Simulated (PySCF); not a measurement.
## UHF on K⁺ (potassium, charge +1)

Configuration: [Ar], closed-shell 1S. Calculation: PySCF 2.14, in jorge-DZP-DKH (8s6p1d, 31 functions); scalar relativity by spin-free X2C-1e.

* Total energy: -601.298220 hartree
* One-electron energy: -822.7766 hartree
* Hartree (Coulomb) energy: 254.2598 hartree
* Exchange energy: -32.7814 hartree
* ⟨S²⟩: 0.0000
* ⟨L²⟩: 0.000
* Sum of ⟨r⟩: 14.16 bohr
* Sum of ⟨r²⟩: 19.54 bohr²
* Langevin diamagnetic susceptibility: -15.5 ×10⁻⁶ cm³/mol
* Time after the integrals: 0.05 s of wall time on 1 thread of Neoverse-V1 (shared host)

```
shell  electrons  mean orbital energy (eV)  rms radius, mean of both spins (bohr)
   1s          2                   -3656.1                                 0.0937
   2s          2                   -403.26                                  0.417
   2p          6                   -319.64                                  0.387
   3s          2                   -53.834                                   1.37
   3p          6                   -31.880                                   1.56
```

Densities and radii are taken from the X2C orbitals without a picture-change correction, which distorts them close to the nucleus.
